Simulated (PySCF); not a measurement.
Compound: C₈H₇Cl.
Structure used (GFN2-xTB), in Å, numbered top down from 1:
```xyz
16
C8H7Cl angstrom
Cl     2.9870    0.2351    1.4033
C      1.6052   -0.0359    0.3717
C      1.1190   -1.2625    0.2334
C     -0.0020   -1.6109   -0.6426
C     -1.2229   -1.0924   -0.5772
C     -1.6813   -0.0818    0.3789
C     -1.1741    1.1351    0.5405
C     -0.0566    1.7031   -0.2154
C      1.1621    1.1843   -0.3086
H      1.5912   -2.0916    0.7448
H      0.2039   -2.4134   -1.3411
H     -1.9984   -1.4805   -1.2277
H     -2.5638   -0.3660    0.9410
H     -1.6494    1.8235    1.2297
H     -0.2672    2.6527   -0.6940
H      1.9397    1.7099   -0.8484
```

Probes without a nucleus sit at each ring's centroid and 1 Å off its mean plane on both sides; NICS is minus the shielding there, NICSzz its component along the normal. Level: GIAO PBE0/pcSseg-1 (PySCF, non-relativistic, gas phase) on the GFN2-xTB geometry, one conformer.

Ring bond lengths (Å), with Mayer bond orders in brackets: C2–C3 1.327 (1.79), C3–C4 1.465 (1.06), C4–C5 1.328 (1.89), C5–C6 1.465 (1.06), C6–C7 1.328 (1.89), C7–C8 1.464 (1.06), C8–C9 1.328 (1.88), C9–C2 1.466 (1.01).

Question: Give the NICS values of each ring in ppm.

Answer: 
```csv
ring,type,NICS(0),"NICS(1), two faces","NICS(1)zz, two faces",rms pucker (Å),"centre to ring atoms, mean (Å)"
C2–C3–C4–C5–C6–C7–C8–C9,"8-membered carbocycle; formal bonds 4 double, 4 single",1.3,-2.1 / -2.4,5.3 / 4.1,0.41,1.71
```

Question: What can be read from them?

Answer: 
- C2–C3–C4–C5–C6–C7–C8–C9: mean NICS(1)zz 4.7 ppm, deshielded. The ring is puckered (0.41 Å rms).

Question: What does the geometric index give? Use HOMA with the parameters of Krygowski (1993).

Answer: 
- C2–C3–C4–C5–C6–C7–C8–C9: HOMA -0.23 = 1 − EN − GEO, with mean bond length 1.396 Å, EN = α(Ropt − mean)² = 0.017 and GEO = α × variance = 1.211.

Question: What field does 1 T along the ring normal induce along that normal at the first NICS(1) probe listed for ring C2–C3–C4–C5–C6–C7–C8–C9, 1 Å off the ring?

Answer: NICSzz × B0 = 5.3 ppm × 1 T = 5 μT, along the applied field.

Question: Give the inner angles of the rings and the Hirshfeld charges of the ring atoms.

Answer: 
- C2–C3–C4–C5–C6–C7–C8–C9: C2 127.6° (+0.019 e), C3 124.2° (-0.059 e), C4 125.5° (-0.043 e), C5 126.1° (-0.044 e), C6 126.3° (-0.042 e), C7 125.7° (-0.044 e), C8 125.8° (-0.035 e), C9 124.8° (-0.057 e); sum 1006.2° against 1080° for a flat convex ring.

Question: How shielded are the nuclei of the rings and their hydrogens (means over atoms taken as equivalent)?

Answer: 
```json
{"atoms": "C2", "environment": "vinylic C–Cl carbon", "σ isotropic (ppm)": "42.2", "principal values of the symmetric part, first atom (ppm)": "-57.3, 75.7, 108.2"}
{"atoms": "C3", "environment": "alkene CH carbon", "σ isotropic (ppm)": "48.9", "principal values of the symmetric part, first atom (ppm)": "-52.2, 66.4, 132.5"}
{"atoms": "C4", "environment": "alkene CH carbon", "σ isotropic (ppm)": "47.2", "principal values of the symmetric part, first atom (ppm)": "-57.2, 55.6, 143.2"}
{"atoms": "C5", "environment": "alkene CH carbon", "σ isotropic (ppm)": "45.8", "principal values of the symmetric part, first atom (ppm)": "-63.7, 55.1, 146.1"}
{"atoms": "C6", "environment": "alkene CH carbon", "σ isotropic (ppm)": "44.8", "principal values of the symmetric part, first atom (ppm)": "-66.8, 53.0, 148.4"}
{"atoms": "C7", "environment": "alkene CH carbon", "σ isotropic (ppm)": "46.3", "principal values of the symmetric part, first atom (ppm)": "-62.8, 54.8, 146.8"}
{"atoms": "C8", "environment": "alkene CH carbon", "σ isotropic (ppm)": "44.3", "principal values of the symmetric part, first atom (ppm)": "-66.0, 50.9, 147.9"}
{"atoms": "C9", "environment": "alkene CH carbon", "σ isotropic (ppm)": "46.5", "principal values of the symmetric part, first atom (ppm)": "-62.9, 64.9, 137.5"}
{"atoms": "H10", "environment": "vinylic hydrogen", "σ isotropic (ppm)": "25.44", "principal values of the symmetric part, first atom (ppm)": "22.7, 24.6, 29.0"}
{"atoms": "H11", "environment": "vinylic hydrogen", "σ isotropic (ppm)": "25.64", "principal values of the symmetric part, first atom (ppm)": "23.8, 26.2, 27.0"}
{"atoms": "H12", "environment": "vinylic hydrogen", "σ isotropic (ppm)": "25.61", "principal values of the symmetric part, first atom (ppm)": "23.9, 25.5, 27.4"}
{"atoms": "H13", "environment": "vinylic hydrogen", "σ isotropic (ppm)": "25.48", "principal values of the symmetric part, first atom (ppm)": "23.6, 25.6, 27.3"}
{"atoms": "H14", "environment": "vinylic hydrogen", "σ isotropic (ppm)": "25.50", "principal values of the symmetric part, first atom (ppm)": "23.5, 25.9, 27.0"}
{"atoms": "H15", "environment": "vinylic hydrogen", "σ isotropic (ppm)": "25.49", "principal values of the symmetric part, first atom (ppm)": "23.8, 25.3, 27.4"}
```

The list is cut; further classes of hydrogen are left out.
